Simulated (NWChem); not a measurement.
System: C₃H₅NO; SMILES C1=NCCO1

Input file for NWChem:

```
start job
memory heap 200 mb stack 900 mb global 1100 mb
geometry units angstroms
  C      1.039044    -0.255786    -0.273799
  N      0.745705     0.963085    -0.185400
  C     -0.653715     1.042749     0.180494
  C     -1.098214    -0.439999     0.282938
  O      0.085913    -1.174067    -0.033882
  H      2.012213    -0.634064    -0.532172
  H     -0.748163     1.580709     1.126069
  H     -1.195887     1.597111    -0.587802
  H     -1.875268    -0.704341    -0.438727
  H     -1.424424    -0.720857     1.287086
end
basis spherical
  * library def2-svp
end
dft
  xc pbe0
  iterations 150
end
driver
  maxiter 120
end
task dft optimize
task dft freq
```

The level has its own optimisation; frequencies are unscaled. Brackets give each atom's bonded neighbours.

Problem. What results follow from this input? (PBE0/def2-SVP.) Quantities: r C–N [C(HNO)–N(CC)] (Å); r C–O [C(HNO)–O(CC)] (Å); r C–H [C(HNO)–H(C)] (Å); r C–N [C(CHHN)–N(CC)] (Å); highest harmonic frequency (cm⁻¹); lowest (cm⁻¹); zero-point energy (kcal/mol); dipole (D).

Solution. 
```
Item                               Result
---------------------------------  ------
r C–N [C(HNO)–N(CC)] (Å)            1.264
r C–O [C(HNO)–O(CC)] (Å)            1.345
r C–H [C(HNO)–H(C)] (Å)             1.094
r C–N [C(CHHN)–N(CC)] (Å)           1.458
highest harmonic frequency (cm⁻¹)    3240
lowest (cm⁻¹)                          90
zero-point energy (kcal/mol)         51.8
dipole (D)                           1.74
```
